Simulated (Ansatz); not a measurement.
Reaction (redistribution): `CB[SiH2]C` + `[OH][Hf]([F])([Cl])[Br]` → `C[SiH2]BCl` + `[CH3][Hf]([OH])([F])[Br]`

Isolated molecules relaxed with PBE0-D4/def2-TZVP in Ansatz; ΔE leaves out vibrations. CBS: MP2 limit from def2 TZ/QZ plus the TZ coupled-cluster correction, frozen cores. DFT in def2-TZVPP. def2 core potentials past Kr. For Br, Hf outer-core shells are correlated without core-valence functions, which leaves a few kJ/mol of doubt a bond. Scalar relativity is left out up to krypton. Each species was taken in one conformer, which may not be the lowest.

**Question.** Is it downhill or uphill in electronic energy at CCSD(T)/CBS, and by how much? (Best estimate.)

**Answer.** Ansatz gave: Uphill: ΔE = +101.7 kJ/mol.

**Question.** What do these levels give: PBE-D4, ωB97M-V, B2PLYP, CCSD(T)/def2-TZVPP, HF/CBS(def2), MP2/CBS(def2)? (Best estimate.)

**Answer.** Ansatz gave: PBE-D4 100.0, ωB97M-V 104.4, B2PLYP 105.6, CCSD(T)/def2-TZVPP 101.4, HF/CBS(def2) 119.4, MP2/CBS(def2) 103.3 kJ/mol.

Largest T1 diagnostic among the species: 0.014.

In def2-TZVPP, CCSD(T) changes the Hartree–Fock value by −17.4 kJ/mol (the triples alone add −1.7 kJ/mol) and MP2 by −15.9 kJ/mol. From PBE to PBE0 (25 % exact exchange), in def2-TZVPP and without D4, ΔE moves by +5.0 kJ/mol.
